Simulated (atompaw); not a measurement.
**Cutoff test, Al (Z = 13), PAW (atompaw)**

* Element: Al (Z = 13)
* Generator: atompaw 4.2.0.5
* Type: PAW
* Functional: LDA (PW92)
* Relativity: scalar-relativistic
* Frozen core: [Ne]
* Valence charge: 3
* Reference configuration: 3s2 3p1
* Partial waves: 3s (bound); 3s channel at 0.95 Ry; 3p (bound); 3p channel at 1.7 Ry; 3d channel at 0.25 Ry
* Local potential: bessel scheme, radius 2.30 bohr
* Core correction: smooth core density matched at 2.10 bohr
* Augmentation charge: besselshape compensation charge, radius 2.95 bohr; PAW radius 2.95 bohr; waves and projectors: bloechl

The pseudo-atom Hamiltonian at the reference potential is diagonalised in spherical Bessel functions j_l(qr) that vanish at 20 bohr, with q² up to the cutoff. All-electron valence levels (Ry): 3s -0.5755, 3p -0.2046.

**Question.** How do the lowest levels (Ry) of each channel move with the cutoff, and are there ghosts?

**Answer.**

```json
{"cutoff (Ry)": "8", "s #1": "-0.5754", "p #1": "-0.2046", "d #1": "0.0466", "d #2": "0.1231", "f #1": "0.1040", "Σ f·Δε (mRy)": "0.2"}
{"cutoff (Ry)": "10", "s #1": "-0.5755", "p #1": "-0.2046", "d #1": "0.0466", "d #2": "0.1230", "f #1": "0.1040", "Σ f·Δε (mRy)": "0.0"}
{"cutoff (Ry)": "12", "s #1": "-0.5755", "p #1": "-0.2046", "d #1": "0.0466", "d #2": "0.1230", "f #1": "0.1040", "Σ f·Δε (mRy)": "0.0"}
{"cutoff (Ry)": "400", "s #1": "-0.5755", "p #1": "-0.2046", "d #1": "0.0466", "d #2": "0.1230", "f #1": "0.1040", "Σ f·Δε (mRy)": "0.0"}
```

Result: no extra level below or beside the all-electron valence levels (s, p, d, f tested); 10 mRy is reached at 6 Ry and 1 mRy at 8 Ry.
